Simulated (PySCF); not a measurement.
**Vertical excitation energies**

Compound: C2H8OSi3.
SMILES: `C#C[Si@H]([SiH3])O[SiH3]`

Method used: PySCF, TDDFT CAM-B3LYP/def2-SVPD, vertical, gas phase, core orbitals frozen in the response. Geometry: GFN2-xTB, one conformer, isolated molecule. Torsions of this conformer, `[CH:1]#[C:2][Si@H:3]([SiH3:4])[O:5][SiH3:6]`: C2–Si3–O5–Si6 60°.

Task: List the vertical singlet excitations with oscillator strengths and describe the spectrum.

Result: 

```json
{"state": "S1", "E (eV)": "5.79", "λ (nm)": "214.2", "ν̃ (cm⁻¹)": "46690", "f": "0.0058", "main configurations (H = HOMO, L = LUMO)": "H→L (63%), H-2→L (12%)"}
{"state": "S2", "E (eV)": "6.22", "λ (nm)": "199.3", "ν̃ (cm⁻¹)": "50160", "f": "0.0031", "main configurations (H = HOMO, L = LUMO)": "H-1→L (38%), H→L+1 (23%), H-2→L+1 (10%)"}
{"state": "S3", "E (eV)": "6.34", "λ (nm)": "195.4", "ν̃ (cm⁻¹)": "51160", "f": "0.0057", "main configurations (H = HOMO, L = LUMO)": "H-1→L+1 (59%), H-1→L+3 (8%)"}
{"state": "S4", "E (eV)": "6.61", "λ (nm)": "187.7", "ν̃ (cm⁻¹)": "53280", "f": "0.013", "main configurations (H = HOMO, L = LUMO)": "H-2→L (52%), H→L (20%)"}
{"state": "S5", "E (eV)": "7.13", "λ (nm)": "173.8", "ν̃ (cm⁻¹)": "57520", "f": "0.077", "main configurations (H = HOMO, L = LUMO)": "H→L+1 (41%), H→L+2 (14%), H→L+3 (13%)"}
{"state": "S6", "E (eV)": "7.24", "λ (nm)": "171.3", "ν̃ (cm⁻¹)": "58380", "f": "0.0065", "main configurations (H = HOMO, L = LUMO)": "H-3→L (72%), H-1→L (10%)"}
{"state": "S7", "E (eV)": "7.53", "λ (nm)": "164.6", "ν̃ (cm⁻¹)": "60740", "f": "0.092", "main configurations (H = HOMO, L = LUMO)": "H→L+2 (51%), H→L+1 (16%)"}
{"state": "S8", "E (eV)": "7.66", "λ (nm)": "162.0", "ν̃ (cm⁻¹)": "61740", "f": "0.115", "main configurations (H = HOMO, L = LUMO)": "H→L+3 (55%), H-2→L+1 (10%)"}
```

Triplets, Tamm–Dancoff:

```csv
state,E (eV),λ (nm),"main configurations (H = HOMO, L = LUMO)"
T1,4.99,248.3,"H-1→L (32%), H→L+1 (14%), H-2→L+1 (9%)"
T2,5.30,233.8,H→L (55%)
T3,5.44,227.9,"H→L+1 (26%), H-1→L (23%), H-2→L+1 (13%)"
```

The lowest singlet lies at 5.79 eV (214 nm, ultraviolet) and is weak; its leading configuration is HOMO→LUMO (63%). The strongest level in the table is S8 at 7.66 eV (162 nm, f = 0.115). It is the last of those listed, so stronger ones may follow. Löwdin shares by element: HOMO silicon 33% or more, carbon 32% (atoms not listed hold the other 34%); LUMO silicon 37% or more, carbon 26% (atoms not listed hold the other 37%). Of the 8 states listed, 4 reach f = 0.01 and none stays under 0.0005. The listed states span 1.87 eV, and the widest gap between neighbours is 0.53 eV (S4 to S5). The oscillator strengths of these states sum to 0.318; summed over the whole spectrum of an exact calculation they would give the number of electrons, 70 (Thomas–Reiche–Kuhn). Singlets were solved by full linear response, triplets in the Tamm–Dancoff approximation.
